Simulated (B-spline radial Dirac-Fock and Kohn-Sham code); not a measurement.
System: the Eu atom, [Xe] 4f7 6s2. These are calculated numbers from a radial atomic solver; the model is Dirac-Hartree-Slater photoionisation with all multipoles and Dirac-Fock thresholds.

Task: Which of the sources Mg Kα (1253.6 eV), Al Kα (taken as 1486.9 eV), Ag Lα (2984.4 eV), Cr Kα (5414.7 eV), Cu Kα (8047.8 eV), Ga Kα (9251.7 eV), Mo Kα (17479.3 eV), Ag Kα (22162.9 eV) can ionise the 2p1/2 level, and how does the cross section change among them?

Result: The computed threshold is 7621.2 eV, above Mg Kα, Al Kα, Ag Lα, Cr Kα; the others can ionise it. Cross sections: Cu Kα 26.9 kb, Ga Kα 18.7 kb, Mo Kα 3.18 kb, Ag Kα 1.58 kb. From the first to the last it falls by a factor of 17.
